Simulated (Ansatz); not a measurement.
Ideal-gas functions of CH$_{4}$ClFOSi (`OC(F)([SiH3])Cl`) at 500 K and 1 bar, from an Ansatz frequency run at PBE0-D4/def2-TZVP.

Molar mass 114.58 g/mol, point group C1 (symmetry number 1), electronic degeneracy 1, moments of inertia 135.985, 205.957, 246.334 u Å². Harmonic wavenumbers (cm⁻¹, unscaled): 145, 162, 214, 322, 370, 382, 461, 579, 637, 664, 798, 904, 936, 937, 1039, 1179, 1373, 2248, 2268, 2276, 3771.

Use S(trans) = R[1.5 ln M + 2.5 ln T − 1.1517]; rotational temperatures θ = 24.2544 K / I; S(rot) = R[ln(√π/σ · √(T³/θAθBθC)) + 1.5]; for each mode x = 1.438777 ν̃/T, S = R[x/(eˣ − 1) − ln(1 − e⁻ˣ)] and H = RT x/(eˣ − 1); 1 cm⁻¹ = 0.0119627 kJ/mol; R = 8.31446 J/(mol·K).

Question: By hand: the entropy, in J/(mol·K).

Answer: Translation 178.7. Rotation: θ = 0.1784, 0.1178, 0.0985 K, giving 120.4. Vibration, mode by mode: 15.64, 14.74, 12.48, 9.24, 8.18, 7.93, 6.55, 4.97, 4.35, 4.09, 3.02, 2.37, 2.21, 2.20, 1.75, 1.27, 0.81, 0.10, 0.09, 0.09, 0.00, in all 102.1. Electronic 0.0. Sum 401.2 J/(mol·K).

Question: By hand: H − E and G − E in kJ/mol, counted from the electronic energy.

Answer: Zero-point energy ½ × 21665 × 0.0119627 = 129.6; thermal vibration 28.3; translation, rotation and pV give 4 RT = 16.6. H − E = 174.5 kJ/mol, and G − E = 174.5 − 500 × 401.2/1000 = -26.1 kJ/mol.

Vibration gives 25 % of the entropy, 15.6 J/(mol·K) of it from the mode under 150 cm⁻¹: soft modes count most, and the harmonic formula is weakest for them. The sum counts one conformer and one mirror image; others add a mixing term.
